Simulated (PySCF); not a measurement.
CH₄BeOS.

```xyz
8

Be     0.1042     0.0347     0.0616
O     -0.8255    -0.4513    -0.8499
C     -1.7972    -0.8723    -1.7377
H     -2.5526    -0.0834    -1.9073
H     -1.3530    -1.1325    -2.7153
H     -2.3207    -1.7674    -1.3561
S      1.4043     0.7144     1.2868
H      0.7278     0.2582     2.3691
```

Geometry: B3LYP-D3(BJ)/def2-SVP. The values are those of a single conformer.

All values below come from PBE0/pcSseg-1 (PySCF). Non-relativistic, no solvent.

Computed absolute GIAO shielding of each atom: isotropic value and principal components (ppm):
```tsv
atom	σ(iso)	σ11	σ22	σ33	span
Be1	103.9	72.3	76.9	162.7	90.4
O2	306.5	258.2	288.0	373.3	115.1
C3	129.4	101.8	102.3	184.1	82.3
H4	27.2	23.0	25.0	33.5	10.5
H5	27.2	23.1	24.9	33.6	10.5
H6	27.2	23.1	25.0	33.6	10.5
S7	823.6	747.5	788.2	935.2	187.6
H8	31.6	24.2	27.3	43.3	19.0
```
